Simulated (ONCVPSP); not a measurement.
lithium: one change to an ONCV potential, before and after

| Quantity | Value |
| --- | --- |
| Element | Li (Z = 3) |
| Generator | ONCVPSP 4.0.1 |
| Type | optimised norm-conserving Vanderbilt (ONCV) |
| Functional | PBE |
| Relativity | scalar-relativistic |
| Frozen core | none |
| Valence charge | 3 |
| Reference configuration | 1s2 2p1 |
| Partial waves | 1s: rc 0.45 bohr, ncon 4, nbas 7, qcut 11.9 1/bohr, 2 projectors, debl 2.8 Ha; 2p: rc 4.00 bohr, ncon 4, nbas 7, qcut 2.2 1/bohr, 3 projectors, debl 2.5 Ha; d scattering state at 0.32 Ha: rc 3.30 bohr, ncon 4, nbas 8, qcut 2.9 1/bohr, 2 projectors, debl 2.2 Ha |
| Local potential | polynomial inside 0.35 bohr (lpopt 3, dvloc0 0 Ha) |
| Core correction | none |

All-electron outer shells of the reference configuration (PBE, scalar-relativistic, ld1.x):

```
shell  level (eV)  outermost node (bohr)  outermost maximum (bohr)
   1s      -53.36                      –                      0.36
   2p       -1.56                      –                      3.86
```

Change: p: rc 2.86.

Cutoffs: the cutoffs (Ha) at which the residual kinetic energy of the hardest occupied pseudo-wave falls to 1 and 0.1 mHa per electron; they do not see the model core or the augmentation charge, which bear on the density cutoff. Errors are all-electron minus pseudo energies relative to the spin-unpolarised reference configuration.

**Question.** How do hardness, ghosts and transferability respond?

**Answer.** The potential gets neither clearly harder nor softer (510 Ha and 620 Ha → 510 Ha and 620 Ha); the s channel sets the loose cutoff, while the largest relative change is in p, which becomes harder; of the 4 tests that both files solve, the error grows in 0 and shrinks in 3 by more than 15 % and 0.3 meV (median size 20.0 → 0.9 meV); neither file shows a bound ghost. Less of the atom is replaced, so other configurations are described better.

```tsv
quantity	base	changed
cutoff, loose	510 Ha	510 Ha
cutoff, tight	620 Ha	620 Ha
loose cutoff by channel	s 510 Ha, p 1.6 Ha	s 510 Ha, p 2.7 Ha
bound ghosts	none	none
GHOST(+) flags under 300 eV	p at 134.0 eV	none
error for 1s2 2s1 2p0, meV [ΔE -1.79 eV]	-16	+0.4
error for 1s2 2p0, meV [ΔE 3.51 eV]	+24	+1.4
error for 1s2 2s0.5 2p0, meV [ΔE 0.26 eV]	-0.2	+0.2
error for 1s1 2s1 2p0, meV [ΔE 66.62 eV]	+164	+120
s: phases at 0.46 bohr within 0.05 rad from the reference energy up to (Ha; the scan ends near 5)	to the end of the scan	to the end of the scan
d: phases at 3.36 bohr within 0.05 rad from the reference energy up to (Ha; the scan ends near 5)	1.7	1.7
```
